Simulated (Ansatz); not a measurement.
CH3AlBFSe, SMILES `FB1[CH2][AlH][Se]1`, relaxed with RKS PBE-D4/def2-SVP in the Gaussian-basis code of Ansatz from a rough embedded geometry. The force threshold is 0.03 eV/Å; the program also tests the step.

Total charge 0; spin multiplicity 1.

Start:

```xyz
8

F    -1.800   -1.770    0.567
B    -0.951   -0.671    0.733
C     0.506   -0.429    0.171
Al    0.638    1.380   -0.581
Se   -1.287    1.359    0.829
H     0.754   -1.189   -0.615
H     1.315   -0.529    0.983
H     0.825    1.849   -2.087
```

Problem. By how much does the energy fall, and how many steps does the optimiser take? (Best estimate.)

Solution. Ansatz gave: 180.15 kJ/mol, in 9 steps, 1 of them rejected.

Problem. Which bonds change most? (Best estimate.)

Solution. Ansatz gave: F1–B2 from 1.398 to 1.337 Å; Al4–Se5 from 2.386 to 2.335 Å; B2–Se5 from 2.060 to 2.014 Å.

Problem. Give the relaxed structure. (Best estimate.)

Solution. Ansatz gave: 
```xyz
8

F    -1.721   -1.513    0.766
B    -0.859   -0.506    0.586
C     0.605   -0.643    0.040
Al    0.333    1.173   -0.686
Se   -1.485    1.401    0.760
H     0.874   -1.563   -0.514
H     1.342   -0.487    0.861
H     0.911    2.137   -1.813
```
